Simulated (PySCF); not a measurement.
## Unknown compound

An unknown has the formula C7H8OSi. Its calculated NMR data are:

$^{1}$H NMR (300 MHz, computed): δ 7.55 (t, 1H), 5.26 (s, 2H), 4.61 (br s, 1H), 4.37 (br s, 1H), 3.06 (m, 2H), 2.98 (s, 1H).

$^{13}$C{$^{1}$H} NMR (computed): δ 163.2 (CH), 159.3 (C), 125.5 (C), 97.0 (CH2), 92.1 (CH), 85.8 (C), 38.2 (CH2).

[PySCF: NMR shieldings at PBE0/pcSseg-1/GIAO; GFN2-xTB geometry; averaged over atoms made equivalent by symmetry, fast rotation or ring inversion; one computed conformer; in vacuum; non-relativistic]

Shifts are taken against calculated references (same method and geometry level): $^{1}$H (σ = 31.72 ppm) and $^{13}$C (σ = 186.93 ppm) against TMS.

Which of these isomers gave the spectra?
A. C[C@@H]1[SiH2]C=C1C#CC=O
B. C#CC1=CCC(=C)O[SiH2]1
C. C=C1C(=C)C(C=O)=C1[SiH3]

Results:

B. 

The formula gives 5 degrees of unsaturation (1 ring in the answer). 7 carbon signals for 7 carbons: no two carbons are equivalent. Carbon types of the structure: 3 × C, 2 × CH, 2 × CH2, leaving 2 H on heteroatoms. δC 163.2: alkene CH; as expected for a trigonal carbon in a double bond. δC 125.5: fully substituted alkene carbon; an sp2 carbon of a C=C bond. δC 97.0: β carbon of an enol-ether or enamine type C=C; the O or N lone pair pushes π density onto this β carbon and shields it. δC 92.1: terminal alkyne carbon; the triple bond shields along its axis, which puts it between sp3 and sp2 carbons. δC 85.8: alkyne carbon; sp carbons lie upfield of alkene carbons because the cylindrical π system leaves one tensor component strongly shielded.

The others: C[C@@H]1[SiH2]C=C1C#CC=O has carbons computed at 181.9, 163.2, 157.2, 98.4, 94.8, 36.0, 18.9, with a different DEPT pattern; C=C1C(=C)C(C=O)=C1[SiH3] has carbons computed at 191.1, 180.2, 165.8, 157.1, 151.6, 114.6, 100.1, with a different DEPT pattern.

Shifts are as computed. Against solution values, carbons near 30 ppm lie about +3 ppm off and those near 130 ppm about +5 ppm. Of 1211 compounds with measured shifts, 218 miss one by over three times the rms of a fit or turn the order of signals round; such compounds aren't used in these exercises. Multiplicities follow the n + 1 count of equivalent neighbours, as no J values were calculated; m marks all less simple cases, F and P coupling included.
